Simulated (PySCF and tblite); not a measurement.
C₇H₁₁N, numbered as in [N:1]#[C:2][CH:3]1[CH2:4][CH2:5][CH2:6][CH2:7][CH2:8]1.

Conformers came from 90 starts (ETKDG and KDG, MMFF94s, GFN2-xTB); geometries are PBE0-D3(BJ)/def2-SVP. Free energies are PBE0-D3(BJ)/def2-TZVP single points with GFN2-xTB rigid-rotor and vibrational terms (modes under about 100 cm⁻¹ blended into free rotors). Symmetry numbers and mirror images are counted. Conformers within 4 kcal/mol (GFN2-xTB free energy) were kept, 5 at most. GIAO shieldings: PBE0/pcSseg-1. Shifts are against TMS (¹H), TMS (¹³C), NH3 (¹⁵N) at the same level; of two unlike H on one atom, a is the less shielded. Programs: PySCF with density fitting and tblite.

Problem. What shifts does this protocol give at 298.15 K under fast conformational exchange?

Solution. ¹H: 2.13 (H3, 1H), 1.70 (H5a/H7a, 2H), 1.57 (H4a/H8a, 2H), 1.50 (H4b/H8b, 2H), 1.37 (H6a, 1H), 1.32 (H6b, 1H), 1.27 (H5b/H7b, 2H) ppm. ¹³C: 127.4 (C2), 32.0 (C4/C8), 28.3 (C3), 27.6 (C6), 25.9 (C5/C7) ppm. ¹⁵N: 303.0 (N1) ppm.

Problem. How do the conformers differ?

Solution. The 6-ring runs over atoms 3–4–5–6–7–8.
```
conformer                                       shape  weight %
        1  6-ring chair (all substituents equatorial)      52.9
        2                     6-ring chair (C2 axial)      47.1
```

```
 signal      1      2  average
     H3   1.86   2.44     2.13
H4a/H8a   1.84   1.26     1.57
H4b/H8b   1.26   1.77     1.50
H5a/H7a   1.66   1.75     1.70
H5b/H7b   1.10   1.45     1.27
    H6a   1.10   1.67     1.37
    H6b   1.54   1.09     1.32
     C2  127.5  127.2    127.4
     C3   28.8   27.7     28.3
  C4/C8   32.4   31.6     32.0
  C5/C7   27.6   24.1     25.9
     C6   27.2   28.1     27.6
     N1  300.9  305.3    303.0
```

Unscaled ¹⁵N shifts at such levels can be off by tens of ppm; differences between conformers or isomers are more reliable. Shifts are unscaled: against experiment ¹³C can be off by 15 ppm or more and ¹H by 0.8 ppm.


¹⁵N shifts are against a computed isolated NH3 molecule, about 20 ppm from the liquid.